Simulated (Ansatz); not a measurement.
`[CH3][Y]([CH3])[F]` + HCl → `[CH3][Y]([F])[Cl]` + CH₄  (ligand exchange at a Y–C bond)

Computed with Ansatz on PBE0-D4/def2-TZVP structures; ΔE is electronic, products minus reactants. CCSD(T)/CBS is the MP2 limit (def2-TZVPP, def2-QZVPP) plus CCSD(T) − MP2 in def2-TZVPP, frozen cores. This one scheme is used for every species. DFT in def2-TZVPP. def2 core potentials past Kr. For Y outer-core shells are correlated without core-valence functions, which leaves a few kJ/mol of doubt a bond.

CCSD(T)/CBS gives -63.4 kcal/mol.

Task: Another level gave -63.8 kcal/mol. Which?
A. RPA@PBE/def2-TZVPP
B. r2SCAN0/def2-TZVPP
C. r2SCAN-D4/def2-TZVPP
D. BLYP/def2-TZVPP

Result: C. r2SCAN-D4 -63.8, r2SCAN0 -64.8, BLYP -62.0, RPA@PBE/def2-TZVPP -60.4 kcal/mol.

Largest T1 diagnostic among the species: 0.013.

Leaving LDA and LC-ωPBE aside and taking each functional with its dispersion term where it has one, the values, not all of them listed here, spread over 5.7 kcal/mol, from BHLYP-D4 to revPBE-D4. LDA lies +1.5 kcal/mol from PBE without D4. From r2SCAN to r2SCAN0 (25 % exact exchange), in def2-TZVPP and without D4, ΔE moves by −0.9 kcal/mol.
